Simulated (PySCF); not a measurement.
Series SiXY, Y = fluoro, computed as singlets and as triplets. All species are isolated molecules in the gas phase. One relaxed conformer stands for each flexible species; it need not be the lowest. Strings in code marks are SMILES.

The LUMO from two functionals at the same geometries (PBE0-D3(BJ)/def2-TZVP), both in PySCF: PBE-D3(BJ)/def2-TZVP and PBE0-D3(BJ)/def2-TZVP. 

```csv
species,PBE-D3(BJ)/def2-TZVP (eV)
"X = fluoro, multiplicity 1 (`[Si](F)F` (lower singlet))",-2.95
"X = hydroxy, multiplicity 1 (`O[Si]F` (lower singlet; H–O–Si–F torsion 0°))",-2.38
"X = boryl, multiplicity 1 (`B[Si]F` (singlet; the order of the spin states depends on the level))",-3.64
"X = ethynyl, multiplicity 1 (`C#C[Si]F` (lower singlet))",-3.52
"X = mercapto, multiplicity 1 (`F[Si]S` (lower singlet; F–Si–S–H torsion 0°))",-2.96
"X = isocyano, multiplicity 1 (`[Si]([N+]#[C-])F` (lower singlet))",-3.97
```

Task: What does PBE0-D3(BJ)/def2-TZVP give for each?

Result: 
- X = fluoro, multiplicity 1 (`[Si](F)F` (lower singlet)): -2.13
- X = hydroxy, multiplicity 1 (`O[Si]F` (lower singlet; H–O–Si–F torsion 0°)): -1.56
- X = boryl, multiplicity 1 (`B[Si]F` (singlet; the order of the spin states depends on the level)): -2.65
- X = ethynyl, multiplicity 1 (`C#C[Si]F` (lower singlet)): -2.72
- X = mercapto, multiplicity 1 (`F[Si]S` (lower singlet; F–Si–S–H torsion 0°)): -2.19
- X = isocyano, multiplicity 1 (`[Si]([N+]#[C-])F` (lower singlet)): -3.09
Over these rows, drawn at random from the members with no instability flagged (it was tested for open shells, ions and some series alone), PBE minus PBE0-D3(BJ): mean -0.85 eV, from -0.99 eV to -0.77 eV.
